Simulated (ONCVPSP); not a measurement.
# Plane-wave convergence, ONCV potential for nitrogen

N, optimised norm-conserving Vanderbilt (ONCV), made with ONCVPSP 4.0.1 (PBE, non-relativistic). Core [He], reference 2s2 2p3. Waves: 2s: rc 0.95 bohr, ncon 3, nbas 6, qcut 7.9 1/bohr, 2 projectors, debl 1.7 Ha; 2p: rc 1.50 bohr, ncon 4, nbas 8, qcut 7.9 1/bohr, 2 projectors, debl 2.6 Ha. Local part: polynomial inside 0.65 bohr (lpopt 5, dvloc0 2 Ha). Core correction: none.

Question: For each optimised wave give the share of its norm inside rc, the residual kinetic energy above qcut (Ha) and the cutoffs (Ha) for errors of 10, 1, 0.1 and 0.01 mHa per electron.

Answer:

```
         wave  norm inside rc  residual KE  10 mHa  1 mHa  0.1 mHa  0.01 mHa
           2s           0.290      2.9e-04    18.1   26.6     53.5     114.5
s projector 2           0.106      2.1e-04    16.5   25.8     35.9     144.1
           2p           0.602      2.1e-05    18.0   23.7     28.1      43.0
p projector 2           0.119      1.8e-04    20.7   27.0     34.6     103.7
```

The occupied waves need 27 Ha and 54 Ha for 1 and 0.1 mHa. Its largest configuration-test error is +721 meV.
